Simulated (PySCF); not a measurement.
SmB: energy against distance

Set-up: basis Sm x2c-SVPall, B x2c-SVPall; spin-free X2C with a Gaussian nucleus; PySCF 2.14. Energies in eV from Sm (4f6 6s2) + B in their ground configurations at the same level. State: decet, about 6.0 electrons in the 4f shell (Mulliken), real f orbitals that mix terms.

All columns are B2PLYP. A positive dipole means Sm(−)B(+).

```json
{"R (Å)": "2.047", "E (eV)": "-0.476", "μ (D)": "-3.27", "Mulliken charge on Sm (basis-dependent)": "0.30", "HOMO (eV)": "-4.28", "LUMO (eV)": "-0.94", "Mayer bond order": "2.03", "⟨S²⟩": "24.76"}
{"R (Å)": "2.142", "E (eV)": "-0.736", "μ (D)": "-3.75", "Mulliken charge on Sm (basis-dependent)": "0.34", "HOMO (eV)": "-4.24", "LUMO (eV)": "-0.95", "Mayer bond order": "1.91", "⟨S²⟩": "24.76"}
{"R (Å)": "2.237", "E (eV)": "-0.873", "μ (D)": "-3.91", "Mulliken charge on Sm (basis-dependent)": "0.37", "HOMO (eV)": "-4.25", "LUMO (eV)": "-0.99", "Mayer bond order": "1.78", "⟨S²⟩": "24.76"}
{"R (Å)": "2.309", "E (eV)": "-0.919", "μ (D)": "-3.94", "Mulliken charge on Sm (basis-dependent)": "0.37", "HOMO (eV)": "-4.29", "LUMO (eV)": "-1.03", "Mayer bond order": "1.67", "⟨S²⟩": "24.76"}
{"R (Å)": "2.380", "E (eV)": "-0.931", "μ (D)": "-4.00", "Mulliken charge on Sm (basis-dependent)": "0.38", "HOMO (eV)": "-4.33", "LUMO (eV)": "-1.08", "Mayer bond order": "1.57", "⟨S²⟩": "24.76"}
{"R (Å)": "2.451", "E (eV)": "-0.915", "μ (D)": "-4.12", "Mulliken charge on Sm (basis-dependent)": "0.39", "HOMO (eV)": "-4.39", "LUMO (eV)": "-1.13", "Mayer bond order": "1.48", "⟨S²⟩": "24.76"}
{"R (Å)": "2.547", "E (eV)": "-0.859", "μ (D)": "-4.36", "Mulliken charge on Sm (basis-dependent)": "0.40", "HOMO (eV)": "-4.47", "LUMO (eV)": "-1.20", "Mayer bond order": "1.37", "⟨S²⟩": "24.76"}
{"R (Å)": "2.666", "E (eV)": "-0.744", "μ (D)": "-4.74", "Mulliken charge on Sm (basis-dependent)": "0.41", "HOMO (eV)": "-4.58", "LUMO (eV)": "-1.29", "Mayer bond order": "1.27", "⟨S²⟩": "24.76"}
{"R (Å)": "2.808", "E (eV)": "-0.559", "μ (D)": "-5.27", "Mulliken charge on Sm (basis-dependent)": "0.43", "HOMO (eV)": "-4.71", "LUMO (eV)": "-1.40", "Mayer bond order": "1.16", "⟨S²⟩": "24.77"}
{"R (Å)": "2.999", "E (eV)": "-0.271", "μ (D)": "-6.04", "Mulliken charge on Sm (basis-dependent)": "0.45", "HOMO (eV)": "-4.57", "LUMO (eV)": "-1.54", "Mayer bond order": "1.06", "⟨S²⟩": "24.77"}
```

A fit through these points gives, at Re = 2.372 Å, μ = -3.99 D and dμ/dR = -1.21 D/Å; the reduced mass is 10.27 u.

**Question.** How strong is the fundamental in the double-harmonic approximation, I = 42.26·(dμ/dR)²/μred km/mol?

**Answer.** I = 42.26·(-1.21)²/10.27 = 6.02 km/mol at B2PLYP.

Correlated steps freeze 19 core orbitals. Spin–orbit coupling is left out, which matters for elements this heavy, above all for dissociation energies. B2PLYP dipoles, levels and charges come from its SCF part alone. With d or f electrons several states lie close, and the lowest PBE0 determinant need not be the measured ground state.
